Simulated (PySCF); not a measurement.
A GIAO shielding run with PySCF 2.14.0 with density-fitted response routines (density fitting, non-relativistic, gas phase) on `C=C(C)[SiH]1CC=CC1`, C$_{7}$H$_{12}$Si:

```
{"job": {"kind": "nmr", "xc": "PBE0", "basis": "pcSseg-1"}, "charge": 0, "multiplicity": 1}
C     -2.649765     1.194656    -0.188052
C     -1.601175     0.421626     0.057755
C     -1.709336    -0.772179     0.958876
Si     0.093468     0.771823    -0.705783
C      1.498926     0.842375     0.589715
C      2.370531    -0.329641     0.251439
C      2.058345    -1.084676    -0.786770
C      0.841930    -0.746595    -1.595242
H     -3.621421     1.004557     0.243514
H     -2.580528     2.053517    -0.833260
H     -1.019135    -0.676189     1.795610
H     -1.438849    -1.678201     0.418758
H     -2.718951    -0.885625     1.349058
H      0.040927     1.967217    -1.559496
H      2.081925     1.762840     0.530545
H      1.156603     0.767582     1.623475
H      3.235567    -0.521148     0.871459
H      2.648631    -1.941328    -1.081904
H      1.133430    -0.531737    -2.624436
H      0.173728    -1.608196    -1.643751
```

Hardware: 1 thread of an Arm Neoverse V2, shared host. The job also computes population analyses, field gradients.

**Question.** How large is the calculation?

**Answer.** 68 electrons, 203 basis functions and 1070 auxiliary functions.

**Question.** How long does it take?

**Answer.** 30 s of wall time, with 13 SCF cycles and 5 response iterations. Times on a shared host scatter by some tens of per cent.
